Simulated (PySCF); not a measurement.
Correlation energy of B⁻ (boron, charge -1)

[He] 2s2 2p2, high-spin 3P determinant. All numbers are calculated (PySCF 2.14, no relativity, point nucleus, in aug-cc-pwCVDZ (5s4p2d, 27 functions)). Frozen: 1s2; 4 electrons correlated.

MP2 pair energies summed by pair of shells (mhartree):

```json
{"pair": "2s-2p", "energy": "-30.46", "share (%)": "55.3"}
{"pair": "2s-2s", "energy": "-17.79", "share (%)": "32.3"}
{"pair": "2p-2p", "energy": "-6.82", "share (%)": "12.4"}
```

Total MP2 correlation energy: -55.07 mhartree.

Same-spin part -12.41 and opposite-spin part -42.66 mhartree; SCS-MP2 scales them by 1/3 and 6/5 to -55.33 mhartree.
